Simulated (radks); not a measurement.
Isoelectronic series with 3 electrons, all held in the configuration [He] 2s1, which need not be the ground one along the series. Calculated with a radial shooting solver on a logarithmic mesh with Libxc functionals: scalar-relativistic Kohn-Sham, BLYP, spin-unpolarised, spherical densities, point nucleus. Total energies (hartree) and orbital eigenvalues (eV):

| ion | E (hartree) | 2s | 1s |
|---|---|---|---|
| Zn27+ | -994.09758 | -2728.690 | -11529.96 |
| Ga28+ | -1063.44278 | -2929.321 | -12350.80 |
| Ge29+ | -1135.22353 | -3137.398 | -13200.96 |
| As30+ | -1209.45301 | -3352.966 | -14080.61 |
| Se31+ | -1286.14495 | -3576.076 | -14989.91 |
| Br32+ | -1365.31362 | -3806.778 | -15929.00 |
| Kr33+ | -1446.97388 | -4045.126 | -16898.08 |
| Rb34+ | -1531.14118 | -4291.175 | -17897.31 |
| Sr35+ | -1617.83156 | -4544.983 | -18926.89 |
